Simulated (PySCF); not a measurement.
## Si: excitation energy

Si [Ne] 3s2 3p2 (3P) → Si [Ne] 3s1 3p2 4s1 (5P), as a difference of total energies. All numbers are calculated (PySCF 2.14, the non-relativistic Hamiltonian (point nucleus), in dyall-acv3z). Correlated levels: valence: [Ne] frozen; virtual orbitals above 40 to 60 times the deepest correlated orbital energy dropped. The calculations carry no spin-orbit coupling.

| method | excitation energy (eV) |
| --- | --- |
| UHF | 8.464 |
| MP2 (valence) | 9.615 |
| SCS-MP2 (valence) | 9.978 |
| CCSD (valence) | 9.885 |
| CCSD(T) (valence) | 9.946 |

How much does correlation contribute at CCSD(T) (valence)?

9.946 − (8.464) = 1.482 eV, measured against UHF.

The upper state lies above the first ionisation limit, but in LS coupling its spin forbids autoionisation to the ground ion. A Rydberg-like electron needs more diffuse functions than a valence basis has.

The promoted electron is Rydberg-like, and one or two diffuse shells describe it only roughly, which tends to raise the upper state.
